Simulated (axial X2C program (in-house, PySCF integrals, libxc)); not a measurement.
Ionising LiTi

Computed with an in-house all-electron X2C program for linear molecules (integrals from PySCF), spin-free (one-electron X2C) or two-component (2c: spin–orbit coupling with atomic mean-field Coulomb and Gaunt terms, which also bring small scalar terms), in Dyall basis sets with cores contracted in-house; open shells are unrestricted.

Basis sets: Li dyall-cv3z, Ti dyall-cv3z. Frozen shells (counts by l): LiTi Ti 2s1p, Li 1s, 13 electrons correlated; LiTi⁺ Ti 2s1p, Li 1s, 12 electrons correlated. Coupled cluster in natural virtuals with an MP2 remainder. Where the outer core of a metal is frozen, bonds come out longer and ionisation energies lower.

| Hamiltonian | level | LiTi state | Re (Å) | ωe (cm⁻¹) | De (eV) |
| --- | --- | --- | --- | --- | --- |
| spin-free | PBE0 | M_S = 3/2, Λ = 2 | 2.747 | 266.9 | 0.74 |
| spin-free | CCSD | M_S = 3/2, Λ = 2 | 2.655 | 281.6 | n/a |
| spin-free | CCSD(T) | M_S = 3/2, Λ = 2 | 2.571 | 309.4 | 0.03 |
| 2c | PBE0 | Ω = 1/2 | 2.747 | 266.8 | n/a |
| 2c | CCSD | Ω = 1/2 | 2.655 | 282.7 | n/a |
| 2c | CCSD(T) | Ω = 1/2 | 2.572 | 308.3 | 0.02 |

Adiabatic ionisation energy (minimum to minimum, no zero-point term) and constants of LiTi⁺:

```
Hamiltonian    level     LiTi⁺ state  IE (eV)  Re (Å)  ωe (cm⁻¹)  De (eV)  fragments
  spin-free     PBE0  M_S = 1, Λ = 2     5.13   3.042      259.8     1.18   Ti + Li+
  spin-free     CCSD  M_S = 1, Λ = 2     4.36   3.024      268.7     0.93   Ti + Li+
  spin-free  CCSD(T)  M_S = 1, Λ = 2     4.48   3.012      272.4     0.89   Ti + Li+
         2c     PBE0           Ω = 1     5.13   3.042      259.7      n/a   Ti + Li+
         2c     CCSD           Ω = 1     4.36   3.025      268.7      n/a   Ti + Li+
         2c  CCSD(T)           Ω = 1     4.48   3.013      272.4     0.88   Ti + Li+
```

**Question.** Add the zero-point terms to the ionisation energy at CCSD(T), 2c, and say whether the electron removed was bonding.

**Answer.** IE0 = IE + (ωe⁺ − ωe)/2 = 4.48 + (-0.002) = 4.48 eV. Re changes by 0.441 Å, but the two determinants differ by more than one electron in one block, so no single orbital tells the change.

**Question.** Close the cycle De(LiTi⁺) + IE(LiTi) = De(LiTi) + IE(Li) to find the atomic ionisation energy at CCSD(T), 2c.

**Answer.** IE(Li) = 0.88 + 4.48 − 0.02 = 5.34 eV, for the determinants used.

Each entry is the lowest single determinant of a limited PBE0 search at one distance. De goes to single-determinant-based atoms at the same level (for ions the charge split of lowest energy) and is withheld (n/a) where an atom does not fit its ground term or J level. Main or longest-lived isotopes. One determinant is a doubtful description, or other states lie close, for LiTi, LiTi⁺; these need not be ground states, and all values refer to the states named. With several unpaired electrons the Ω given is that of one determinant, not necessarily of the lowest component. The functionals have no current term, which raises determinants with orbital currents. Where the atoms have a lower orbital projection than the molecule, De at mean-field level may be about a tenth of an eV too small.
